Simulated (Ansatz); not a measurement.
A nudged elastic band was laid between two geometries of BH4NO + H3N (11 atoms, charge 0, multiplicity 1).

All numbers below come from RKS r2SCAN-D4/def2-SVP (Ansatz).

| Item | Value |
| --- | --- |
| movable images | 7 |
| climbing image | yes |
| spring | 5.0 eV/Å² |
| optimiser | quadratic models (default) |
| start path | through a guess of the saddle point |
| force threshold | 0.05 eV/Å |
| iteration limit | 60 |
| end points | relaxed |

Image 0:

```xyz
11
Properties=species:S:1:pos:R:3
B -0.162 -0.436 -0.227
H -0.154 -1.019 0.837
O 0.999 -0.034 -0.843
H 1.781 -0.282 -0.340
N -1.385 -0.180 -0.869
H -2.276 -0.475 -0.496
H -1.435 0.269 -1.776
N -0.140 2.376 1.221
H -0.964 2.069 0.699
H 0.636 2.174 0.589
H -0.048 1.692 1.974
```

Image 8:

```xyz
11
Properties=species:S:1:pos:R:3
B 0.014 0.588 -0.585
H -0.656 0.169 3.275
O 1.277 0.136 -0.925
H 1.258 -0.622 -1.517
N -1.173 -0.006 -1.112
H -1.172 -0.847 -1.672
H -2.098 0.259 -0.803
N -0.042 1.681 0.327
H -0.887 2.178 0.565
H 0.806 2.151 0.615
H -0.475 0.470 2.599
```

(1) What changes between the two ends?

(2) What energy profile does the band end with?

(3) What is the geometry of the highest image?

Results:

(1) Bonds broken: B1–H2, N8–H11. Bonds formed: B1–N8, H2–H11. BH4NO + H3N becomes BH5N2O + H2.

(2) It converged. The highest image is number 4 of 0 to 8, 1.56 eV above the first end and 2.03 eV above the last; the last end lies 0.47 eV below the first. Neighbouring images differ by up to 1.7 eV, so the band resolves the path poorly. A vibrational analysis at the climbing image gives 2 clearly imaginary modes (1379i, 98i cm⁻¹): a point of higher order, so a lower path passes nearby. The orbitals stay closed-shell, which can raise the energy where a bond breaks towards radicals; this wasn't checked here.

```tsv
image	path coordinate (Å)	energy (eV)	B1–H2 (Å)	N8–H11 (Å)	B1–N8 (Å)
0	0.00	0.00	1.21	1.02	3.16
1	1.74	0.09	1.21	1.02	3.09
2	3.48	0.23	1.24	1.02	1.67
3	5.22	0.25	1.24	1.02	1.74
4	6.95	1.56	1.50	1.27	1.59
5	7.78	-0.10	2.29	2.00	1.43
6	8.61	-0.44	3.08	2.49	1.42
7	9.44	-0.47	3.56	2.60	1.42
8	10.27	-0.47	3.94	2.61	1.42
```

(3) 
```xyz
11
Properties=species:S:1:pos:R:3
B -0.093 0.336 0.038
H -0.368 -0.232 1.396
O 1.217 -0.032 -0.289
H 1.236 -0.741 -0.940
N -1.203 0.057 -0.876
H -1.296 -0.922 -1.139
H -2.120 0.364 -0.559
N -0.129 1.797 0.658
H -0.843 2.434 0.308
H 0.791 2.235 0.681
H -0.339 0.860 1.488
```

The run took 5.2 min on 2 threads of INTEL(R) XEON(R) PLATINUM 8581C CPU @ 2.10GHz (Emerald Rapids), on a shared host, peak memory 0.17 GiB.
